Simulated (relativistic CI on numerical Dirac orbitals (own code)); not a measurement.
What each ingredient does to the levels of As5+

Base calculation: Dirac-Coulomb-Breit CI, separate exchange-only KLI orbitals for each configuration, model QED (radiative potential, 1s self-energy scaled to tabulated hydrogen-like ionisation energies), valence Slater integrals scaled by 0.85, P86 correlation energy added to each configuration.

CI space (outside the closed core [Ar]): 3d¹⁰, 3d⁹4s, 3d⁹4p, 3d⁹4d, 3d⁹5s, 3d⁹5p, 3d⁹4f, 3d⁸4s², 3d⁹5d, 3d⁹5f, 3d⁹5g, 3d⁸4s4p, 3d⁸4p², 3d⁸4s4d, 3d⁸4p4d. Levels of other configurations are missing.

Variants: (1) no correlation estimate; (2) valence Slater integrals scaled by 0.75; (3) Breit term removed; (4) non-relativistic limit. Shifts of the energy above 3d¹⁰ ¹S0, in cm⁻¹, for the lowest level and the first level of each name with at least 55 % of one term (blank where a level changes its place among those of its configuration and J or its character, or is not in the variant):

```tsv
Level	Base	Δ(1)	Δ(2)	Δ(3)	Δ(4)	Measured
3d¹⁰ ¹S0	0	0	0	0	0	0
3d⁹4s ³D3	330841	-7986	+146	-337	+16755	331180
3d⁹4s ³D2	332771	-7986	-1	-293	+14825	333230
3d⁹4s ³D1	336428	-7986	+129	-13	+11168	336870
3d⁹4s ¹D2	339390	-7988	-345	-55	+12880	340230
3d⁹4p ³P°2	434835	-8748	+699	-387	+11819	
3d⁹4p ³F°3	438636	-8749	+122	-388	+12109	
3d⁹4p ³P°1	440060	-8748	+677	-162	+6595	
3d⁹4p ³F°4	441680	-8748	+259	-296	+9065	
3d⁹4p ³F°2	442532	-8748	+233	-123	+8212	
3d⁹4p ³P°0	443202	-8748	+733	+5	+3452	
3d⁹4p ¹D°2	447563	-8750	-536	-288		
3d⁹4p ¹P°1	450668	-8752	-766	-143		
3d⁹4p ³D°1	452501	-8751	-581	-79		
3d⁹4p ³D°2	453434	-8750	-558	+4		
3d⁹4d ³S1	592984	-9161	+934	-100	+6842	
3d⁹4d ³G5	598404	-9160	+268	-97	+7939	
3d⁹4d ³G4	598624	-9161	+192	-126	+7720	
3d⁹4d ³P2	598947	-9162	+185	-140	+7723	
3d⁹4d ³D3	600708	-9161	-16	-122		
3d⁹4d ³P0	601641	-9163	+217	+30	+5029	
3d⁹4d ³F4	602377	-9163	-126	-77
```

At this charge configurations can still be misplaced by up to about 7 % of their energy. 4 of the 4 excited levels that our extract of the measured tables holds in this range could be paired (the sources list more); they are missed by 520 cm⁻¹ on average and 840 at most, and levels without a partner can miss by more.

Measured levels: Moore, Atomic Energy Levels, vol. II, NSRDS-NBS 35 (1971 reprint of NBS Circular 467, 1952).

Ionisation energy from the two ground configurations alone: base 120.551 eV; no correlation estimate 119.009 eV. The NIST ASD value (measured) is 121.19 eV.

LS names give the leading component of a level, which can be under half, so a name can repeat, a term be missing and a line seem to break the LS rules.
